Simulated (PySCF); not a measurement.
**Energy of Zr (zirconium, neutral) between two integer charges**

The 5s beta orbital of [Kr] 4d2 5s2 is emptied in steps (occupation f), with all orbitals relaxed, ending at [Kr] 4d2 5s1. Calculation: PySCF 2.14, in def2-SVP with the def2 core potential (28 electrons) (5s3p2d1f, 31 functions); scalar relativity through the core potential. The exact energy is a straight line in f; departures are measured from the line between the end points of the same method.

```
   f  PBE0 (eV)  r2SCAN (eV)  LC-wPBE (eV)
   1      0.000        0.000         0.000
0.75     -0.324       -0.373         0.029
 0.5     -0.431       -0.477         0.034
0.25     -0.321       -0.331         0.022
   0      0.000        0.000         0.000
```

Q: For r2SCAN, how does the orbital energy at f = 1 compare with the removal energy?

A: −ε = 4.100 eV against a total-energy difference of 6.137 eV. By Janak's theorem ε = ∂E/∂f, so the gap between them reflects the curvature. Along the path −ε is 5.184 (f = 0.75), 6.243 (f = 0.5), 7.181 (f = 0.25) eV.

```tsv
method	E(f=0) − E(f=1) (eV)	−ε at f=1 (eV)	−ε at f=0.5 (eV)
PBE0	6.305	4.582	6.308
r2SCAN	6.137	4.100	6.243
LC-wPBE	6.068	6.233	6.047
```

Reference removal energy between the ground levels: 6.634 eV (measured; NIST Atomic Spectra Database, ionization energies). The calculation has no spin-orbit coupling.
